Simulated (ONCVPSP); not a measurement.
## Pseudopotential generation for germanium: ONCV, PBEsol, scalar-relativistic.

ONCVPSP 4.0.1 input, shortened (lines: element, Z, core and valence counts, functional; n l f; lmax; l rc ep ncon nbas qcut; lloc lpopt rc5 dvloc0; l nproj debl; icmod fcfact rcfact), PBEsol, scalar-relativistic:

```
  Ge 32.00    5    3  -116133      upf
    1    0    2.00
    2    0    2.00
    2    1    6.00
    3    0    2.00
    3    1    6.00
    3    2   10.00
    4    0    2.00
    4    1    2.00
    2
    0    1.85    0.00    4    8    2.90
    1    2.15    0.00    4    7    4.10
    2    0.90    0.00    5   10   15.00
    4    2    0.70    2.00
    0    1    1.40
    1    2    2.50
    2    2    1.70
    2    0.45    1.10
```

All-electron outer shells of the reference configuration (PBEsol, scalar-relativistic, ld1.x):

| shell | level (eV) | outermost node (bohr) | outermost maximum (bohr) |
| --- | --- | --- | --- |
| 3s | -168.12 | 0.26 | 0.54 |
| 3p | -115.43 | 0.23 | 0.54 |
| 3d | -29.31 | – | 0.50 |
| 4s | -11.74 | 0.77 | 1.75 |
| 4p | -3.90 | 0.82 | 2.22 |

(1) Estimate the cutoffs (Ha) at which the residual kinetic energy of the hardest occupied pseudo-wave falls to 1 and 0.1 mHa per electron.

(2) What does a ghost test show?

(3) Which valence shell sets the plane-wave cutoff?

(4) Tests: 3d10 4s2 4p1; 3d10 4s2 4p0; 3d10 4s1 4p0; 3d10 4s1 4p2. Which has the largest error in its energy relative to the reference configuration, and how large is it?

Answers

(1) 112 Ha and 411 Ha.

(2) Ghosts flagged at negative energy: s at -79.6 eV; GHOST(+) flagged for p at 121.6 eV. A true bound ghost makes a file unfit for plane-wave use.

(3) 3d: 112 Ha for 1 mHa per electron, against 39 Ha for 4s.

(4) 3d10 4s1 4p0, with -30 meV (all-electron minus pseudo) on +57.69 eV.
